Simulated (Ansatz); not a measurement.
`[CH3][Zn][Se]C(F)(F)F` + PH₃ → `[CH3][Zn][PH2]` + `FC(F)(F)[SeH]`  (ligand exchange at a Zn–Se bond)

Computed with Ansatz on PBE0-D4/def2-TZVP structures; ΔE is electronic, products minus reactants. CCSD(T)/CBS is the MP2 limit (def2-TZVPP, def2-QZVPP) plus CCSD(T) − MP2 in def2-TZVPP, frozen cores. This one scheme is used for every species. Functionals use def2-TZVPP. For Se, Zn outer-core shells are correlated without core-valence functions, which leaves a few kJ/mol of doubt a bond. Scalar relativity is left out up to krypton. Each species was taken in one conformer, which may not be the lowest.

| species | B2PLYP energy (Eh) |
| --- | --- |
| `[CH3][Zn][Se]C(F)(F)F` | -4557.81580 |
| PH₃ | -343.02212 |
| `[CH3][Zn][PH2]` | -2161.44392 |
| `FC(F)(F)[SeH]` | -2739.36777 |

Problem. Work out ΔE.

Solution. ΔE = (-2161.44392) + (-2739.36777) − (-4557.81580) − (-343.02212) = 0.02623 Eh = +68.9 kJ/mol. CCSD(T)/CBS gives +72.1 kJ/mol.

Largest T1 diagnostic among the species: 0.014.

At CCSD(T), def2-SVP lies +8.1 kJ/mol from the extrapolated value and def2-TZVPP −2.9 kJ/mol. Leaving LDA and LC-ωPBE aside and taking each functional with its dispersion term where it has one, the values, not all of them listed here, spread over 17.2 kJ/mol, from revPBE-D4 to BHLYP-D4. From BLYP to BHLYP (50 % exact exchange), in def2-TZVPP and without D4, ΔE moves by +11.7 kJ/mol.
